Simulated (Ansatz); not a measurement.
Reaction (formal exchange of groups at a C–Si bond): `B[SiH2]OC[SiH3]` + CH₄ → `B[SiH2]OCC` + SiH₄

Isolated molecules relaxed with PBE0-D4/def2-TZVP in Ansatz; ΔE leaves out vibrations. CCSD(T)/CBS is the MP2 limit (def2-TZVPP, def2-QZVPP) plus CCSD(T) − MP2 in def2-TZVPP, frozen cores. This one scheme is used for every species. Functionals use def2-TZVPP. B3LYP here is the variant with VWN-RPA as its local correlation; programs differ in this. Each species was taken in one conformer, which may not be the lowest.

`B[SiH2]OC[SiH3]`:

```xyz
14

B    -0.476    2.623   -0.710
Si   -1.414    1.113    0.218
O    -0.447   -0.146    0.684
C     0.302   -0.877   -0.273
Si    1.390   -2.129    0.631
H    -1.091    3.623   -0.948
H     0.666    2.590   -1.066
H    -2.465    0.621   -0.731
H    -2.081    1.579    1.463
H    -0.363   -1.401   -0.975
H     0.934   -0.210   -0.877
H     0.545   -3.065    1.416
H     2.325   -1.422    1.543
H     2.173   -2.899   -0.375
```

CH₄:

Cartesian coordinates in Å:
```
C 0.000 0.000 0.000
H -0.833 0.363 0.602
H 0.755 -0.439 0.652
H 0.437 0.831 -0.554
H -0.359 -0.754 -0.700
```

`B[SiH2]OCC`:

```xyz
14

B    -1.732    0.894    1.808
Si   -0.204    1.543    0.682
O     0.759    0.374    0.030
C     0.255   -0.605   -0.855
C     1.338   -1.610   -1.160
H    -2.064   -0.252    1.901
H    -2.379    1.697    2.419
H     0.707    2.407    1.479
H    -0.814    2.379   -0.404
H    -0.089   -0.126   -1.782
H    -0.613   -1.109   -0.407
H     2.199   -1.117   -1.615
H     0.968   -2.372   -1.851
H     1.670   -2.104   -0.244
```

SiH₄:

Z-matrix (Å, degrees):
```
Si
H 1 1.485
H 1 1.485 2 109.5
H 1 1.485 2 109.5 3 -120.0
H 1 1.485 2 109.5 3 120.0
```

Question: Is it downhill or uphill in electronic energy at CCSD(T)/CBS, and by how much? (Best estimate.)

Answer: Ansatz gave: Uphill: ΔE = +16.9 kJ/mol.

Question: What do these levels give: r2SCAN-D4, PBE0-D4, B3LYP-D4, ωB97M-V, B3LYP, HF/def2-TZVPP, SCS-MP2/def2-TZVPP, CCSD/def2-TZVPP, CCSD(T)/def2-TZVPP, MP2/def2-QZVPP, SCS-MP2/def2-QZVPP, HF/CBS(def2)? (An estimate is asked.)

Answer: Computed: r2SCAN-D4 18.7, PBE0-D4 17.5, B3LYP-D4 19.3, ωB97M-V 18.0, B3LYP 16.3, HF/def2-TZVPP 7.7, SCS-MP2/def2-TZVPP 14.1, CCSD/def2-TZVPP 13.5, CCSD(T)/def2-TZVPP 14.7, MP2/def2-QZVPP 18.0, SCS-MP2/def2-QZVPP 15.4, HF/CBS(def2) 7.8 kJ/mol.

Largest T1 diagnostic among the species: 0.012.

The D4 term adds +3.0 kJ/mol with B3LYP and +1.7 kJ/mol with PBE0; it sums over pairs of atoms, weighted by their polarisabilities, and B3LYP, whose exchange is more repulsive, gets the larger term. In def2-TZVPP, CCSD(T) changes the Hartree–Fock value by +7.0 kJ/mol (the triples alone add +1.1 kJ/mol) and MP2 by +9.0 kJ/mol.
